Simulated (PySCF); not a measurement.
**Functional benchmark on one molecule**

Molecule: 3-Pyridine Carbaldehyde (O=Cc1cccnc1, C6H5NO).

Bonds (- single, = double, # triple, : aromatic): O1=C2 1.205 Å, C2-C3 1.478 Å, C3:C4 1.399 Å, C4:C5 1.387 Å, C5:C6 1.399 Å, C6:N7 1.330 Å, N7:C8 1.329 Å, C8:C3 1.398 Å. C2 carries H9; C4 carries H10; C5 carries H11; C6 carries H12; C8 carries H13.

Geometry PBE0-D3(BJ)/def2-SVP throughout; GIAO in PySCF 2.14.0 with density-fitted response routines, gas phase, one conformer, non-relativistic; equivalent atoms averaged; basis pcSseg-1.

Reference values (estimated from measurements, as parent shift plus tabulated substituent increments; solution, not stated per compound (mostly CDCl3 or CCl4); Pretsch, Buehlmann, Badertscher, Structure Determination of Organic Compounds, 4th ed. (2009)): δ(C8) = 152.2 ppm, δ(C3) = 131.5 ppm, δ(C4) = 135.7 ppm, δ(C5) = 124.2 ppm, δ(C6) = 155.2 ppm, δ(H13) = 9.11 ppm, δ(H10) = 8.20 ppm, δ(H11) = 7.55 ppm. Computed shifts are taken against TMS, calculated as an isolated molecule at each level.

**Question.** How do the functionals PBE, BLYP, BP86, PBE0, mPW1PW91, WP04, BHandHLYP, CAM-B3LYP perform against the reference? Times are CPU seconds on 1 thread of an Arm Neoverse V1, shared host; the GGAs took longer than the global hybrids here, which isn't the general rule, and the cause wasn't traced.

**Answer.** 
```tsv
functional	kind	C8	C3	C4	C5	C6	H13	H10	H11	mean abs. error C	mean abs. error H	core-s
PBE	GGA	158.1	131.6	135.9	127.6	157.9	8.85	8.18	7.33	2.5	0.17	27
BLYP	GGA	158.8	133.1	136.7	128.1	158.7	8.72	8.10	7.19	3.3	0.28	27
BP86	GGA	158.0	131.7	136.0	127.4	157.9	8.84	8.19	7.32	2.4	0.17	27
PBE0	global hybrid	160.6	134.0	140.2	128.8	160.9	8.98	8.47	7.46	5.1	0.16	15
mPW1PW91	global hybrid	160.6	134.0	140.4	128.8	161.0	8.97	8.47	7.44	5.2	0.17	17
WP04	global hybrid	160.4	134.5	141.2	128.4	160.7	8.68	8.22	7.15	5.3	0.28	17
BHandHLYP	global hybrid	163.5	136.5	144.8	129.7	164.2	8.95	8.64	7.41	8.0	0.25	17
CAM-B3LYP	range-separated hybrid	164.4	138.4	144.5	131.8	164.9	8.93	8.50	7.41	9.0	0.21	23
```

For ¹³C the closest is BP86 (2.4 ppm, with PBE practically level) and the furthest CAM-B3LYP (9.0 ppm).

For ¹H the closest is PBE0 (0.16 ppm, with PBE, BP86, mPW1PW91 practically level) and the furthest WP04 (0.28 ppm). One molecule is a small sample, and vibrational and solvent effects are absent from the calculation.
